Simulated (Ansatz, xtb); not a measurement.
**Redistribution: C2H3Br + CCl3F → C2H3Cl + CBrCl2F**

Species: C2H3Br (vinyl bromide) `C=CBr`, singlet; CCl3F (trichlorofluoromethane) `FC(Cl)(Cl)Cl`, singlet; C2H3Cl `C=CCl`, singlet; CBrCl2F (bromodichlorofluoromethane) `FC(Cl)(Cl)Br`, singlet. The partners trade Br for Cl; both sit on C, so the bond types are kept.

Shapes, held fixed at every level: PBE0-D4/def2-TZVP. Programs: Ansatz 0.2.0, xtb 6.7.1, xtb 6.7.1 later snapshot. The zero-point and thermal change to 298 K, harmonic and unscaled (PBE0-D4/def2-TZVP), is +0.3 kJ/mol.

```tsv
level	kind	ΔH(298 K) (kJ/mol)	less CCSD(T)/def2-TZVPP
GFN1-xTB	semi-empirical	-9.3	-14.2
HF/def2-SVP	Hartree–Fock	+10.5	+5.6
HF/def2-TZVPP	Hartree–Fock	+7.2	+2.3
r2SCAN0-D4/def2-TZVPP	global hybrid	+3.9	-1.0
wB97X-V/def2-TZVPP	range-separated hybrid	+4.1	-0.8
B2PLYP/def2-TZVPP	double hybrid	+3.5	-1.4
CCSD(T)/def2-SVP	coupled cluster or CI	+8.0	+3.1
CCSD/def2-SVP	coupled cluster or CI	+8.5	+3.6
CCSD(T)/def2-TZVPP	coupled cluster or CI	+4.9	0.0
```

The highest level, CCSD(T)/def2-TZVPP, gives ΔH(298 K) = +4.9 kJ/mol; the levels span -9.3 to +10.5. They disagree on the sign: 8 of 9 are positive. The column of differences is taken from that level and isn't an error. No measured value is set beside it here. Relativity is left out for Br. Outer-core shells of Br are correlated in most correlated rows, in sets that cover them unevenly.
